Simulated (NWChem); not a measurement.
# C5H5F; SMILES C=C=CC(=C)F

```xyz
11

C      0.2055     2.6340     0.0000
C     -0.2964     1.4309     0.0000
C     -0.8214     0.2242     0.0000
C     -0.0415    -1.0098     0.0000
C     -0.5278    -2.2538     0.0000
F      1.2958    -0.8130     0.0000
H      0.4301     3.1591     0.9273
H      0.4301     3.1591    -0.9273
H     -1.9039     0.1045     0.0000
H      0.1347    -3.1111     0.0000
H     -1.5979    -2.4231     0.0000
```
Atoms are numbered in this order, from 1.

Results from NWChem. Geometry optimised at B3LYP/6-31G*; all other runs use it. Pople sets run with spherical d functions.

```json
[
 {"quantity": "isotropic polarisability (bohr³), static", "level": "PBE/def2-SVPD", "value": "72.1"},
 {"quantity": "dipole in solution (D) in n-hexane", "level": "B3LYP/6-31G*, SMD", "value": "1.44"},
 {"quantity": "vertical, lowest state with f > 0.02, singlet (eV)", "level": "PBE/def2-SVPD, TDA", "value": "5.80"},
 {"quantity": "vertical ionisation energy, ΔSCF (eV)", "level": "PBE/def2-SVP", "value": "8.64"},
 {"quantity": "dipole (D)", "level": "B3LYP/6-31G*", "value": "1.28"},
 {"quantity": "highest harmonic frequency (cm⁻¹)", "level": "B3LYP/6-31G*", "value": "3292"}
]
```
